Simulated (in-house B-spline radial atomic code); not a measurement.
# Ionising Tm2+ with different functionals

Computed with a radial B-spline atomic code at the basis-set limit: four-component Dirac-Coulomb Hamiltonian, Fermi nucleus of rms radius 5.2256 fm, spin-restricted, spherical fractional occupations for the functionals. The ionisation energy is the difference of two self-consistent energies, [Xe] 4f13 → [Xe] 4f12, without Breit or QED terms; ε is the level of the shell that loses the electron (mean over j). The electron is taken from both j subshells in proportion to 2j + 1, so the result is a j average, not the step between ground levels.

Hybrids are left out here: with spherical fractional occupations of an open shell their exact exchange keeps a self-interaction that integer-occupation calculations don't have.

```json
{"method": "LDA VWN5", "rung": "LDA", "ΔSCF (eV)": "26.68", "-ε(4f) (eV)": "17.85"}
{"method": "relativistic LDA", "rung": "LDA", "ΔSCF (eV)": "26.82", "-ε(4f) (eV)": "17.97"}
{"method": "LDA PW92", "rung": "LDA", "ΔSCF (eV)": "26.67", "-ε(4f) (eV)": "17.84"}
{"method": "LDA exchange-only", "rung": "LDA", "ΔSCF (eV)": "24.95", "-ε(4f) (eV)": "16.22"}
{"method": "PBE", "rung": "GGA", "ΔSCF (eV)": "26.33", "-ε(4f) (eV)": "17.52"}
{"method": "PBEsol", "rung": "GGA", "ΔSCF (eV)": "26.37", "-ε(4f) (eV)": "17.55"}
{"method": "BLYP", "rung": "GGA", "ΔSCF (eV)": "26.19", "-ε(4f) (eV)": "17.41"}
{"method": "RPBE", "rung": "GGA", "ΔSCF (eV)": "26.26", "-ε(4f) (eV)": "17.46"}
{"method": "PW91", "rung": "GGA", "ΔSCF (eV)": "26.43", "-ε(4f) (eV)": "17.62"}
{"method": "BP86", "rung": "GGA", "ΔSCF (eV)": "26.42", "-ε(4f) (eV)": "17.60"}
{"method": "AM05", "rung": "GGA", "ΔSCF (eV)": "26.40", "-ε(4f) (eV)": "17.57"}
{"method": "OLYP", "rung": "GGA", "ΔSCF (eV)": "26.69", "-ε(4f) (eV)": "17.79"}
```

(1) How do they compare with the NIST value?

## Answers

(1) NIST lists 23.66 eV ± 0.03 (semi-empirical, ground level to ground level). Errors run from +1.29 to +3.16 eV. The correlated functionals all miss on the same side by more than they spread, so the cause is common to them (Breit-QED terms, spin polarisation, the choice among j levels, multiplet and fine-structure energies, or a listed next ion that isn't the cheapest removal here) and closeness doesn't rank the functionals.
